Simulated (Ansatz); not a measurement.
The cluster Zn3⁻, relaxed as a doublet with UKS PBE0/def2-TZVPD in Ansatz, starting from the GFN1-xTB geometry. Force threshold 0.02 eV/Å.

The highest occupied level of the charge -1 doublet lies above zero (up to 0.61 eV). By energy differences its removal costs 0.68 eV (vertical, to the charge 0 singlet, at PBE0/def2-TZVPD); a positive level beside a positive removal energy at the same level points to self-interaction error. The relaxation made no stability test and no search for a lower SCF solution. The structure comes from a short search, and lower isomers may exist.

Start:

```csv
atom,x (Å),y (Å),z (Å)
Zn1,0.1718,1.4269,-0.1302
Zn2,0.7710,-0.8983,-0.8283
Zn3,-0.9428,-0.5286,0.9585
```

(1) Estimate the energy that the relaxation releases and the steps that it takes.

(2) Does the start keep its bonding and symmetry?

(3) Predict the relaxed structure.

Results:

(1) 2.6 kcal/mol, in 4 steps; 16 s on 4 threads of Arm Neoverse V1 on a shared host. No frequencies were taken in this run, so the end may be a saddle point.

(2) By distances, no bond broke or formed. The bond that changes most is Zn1–Zn3, from 2.50 to 2.70 Å (atoms count from 1). Point group D3h at the start, D3h at the end, both within 0.05 Å.

(3) 
```xyz
3

Zn    0.186    1.542   -0.141
Zn    0.832   -0.970   -0.894
Zn   -1.018   -0.572    1.034
```
Bond lengths (bridged metal pairs left out): 3 × Zn–Zn 2.70 Å.
